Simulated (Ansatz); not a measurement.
Reaction (redistribution): `[F][InH][SH]` + `C[Si]1(N)[AlH][S]1` → `[CH3][InH][SH]` + `N[Si]1(F)[AlH][S]1`

Computed with Ansatz on PBE0-D4/def2-TZVP structures; ΔE is electronic, products minus reactants. CBS: MP2 limit from def2 TZ/QZ plus the TZ coupled-cluster correction, frozen cores. DFT in def2-TZVPP. Elements past krypton have def2 core potentials. For In outer-core shells are correlated without core-valence functions, which leaves a few kJ/mol of doubt a bond. One conformer a species, not always the lowest.

Problem. Is it downhill or uphill in electronic energy at CCSD(T)/CBS, and by how much? (Best estimate.)

Solution. The calculation gave: Downhill: ΔE = -52.5 kJ/mol.

Problem. What do these levels give: PBE-D4, PBE0-D4, ωB97X-V, B2PLYP, PBE, r2SCAN, PBE0, MP2/def2-TZVPP, CCSD/def2-TZVPP, CCSD(T)/def2-TZVPP, HF/def2-QZVPP, MP2/CBS(def2)? (Best estimate.)

Solution. The calculation gave: PBE-D4 -40.6, PBE0-D4 -46.6, ωB97X-V -46.4, B2PLYP -52.4, PBE -42.5, r2SCAN -46.8, PBE0 -48.4, MP2/def2-TZVPP -58.0, CCSD/def2-TZVPP -58.4, CCSD(T)/def2-TZVPP -56.3, HF/def2-QZVPP -57.9, MP2/CBS(def2) -54.2 kJ/mol.

Largest T1 diagnostic among the species: 0.016.

From PBE to PBE0 (25 % exact exchange), in def2-TZVPP and without D4, ΔE moves by −5.9 kJ/mol.
